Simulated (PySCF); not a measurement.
Computed IR spectrum (relative IR intensity) of a molecule C₄H₄F₂. Coordinates come from a PBE-D3(BJ)/def2-SVP optimisation. Other conformers were not sampled. Computed with PySCF with PBE-D3(BJ)/def2-SVP. Frequencies are harmonic and unscaled.

Lines under 2 % of the strongest are left out, and lines within 2 cm⁻¹ are merged.

ν (cm⁻¹): 462 (vw), 505 (vw), 642 (w), 757 (w), 878 (m), 882 (m), 971 (w), 1004 (w), 1168 (vs), 1204 (m), 1270 (w), 1340 (m), 1397 (w), 1636 (w), 1704 (s), 3145 (w) (against the strongest line: vs over 80 %, s over 45 %, m over 15 %, w over 4 %, vw less)

Task: Identify the compound among the candidates.
A. C=C/C(F)=C/F
B. CC(F)=C=CF
C. FC1(F)C=CC1
D. F/C=C\C=C/F

Result: A, C=C/C(F)=C/F
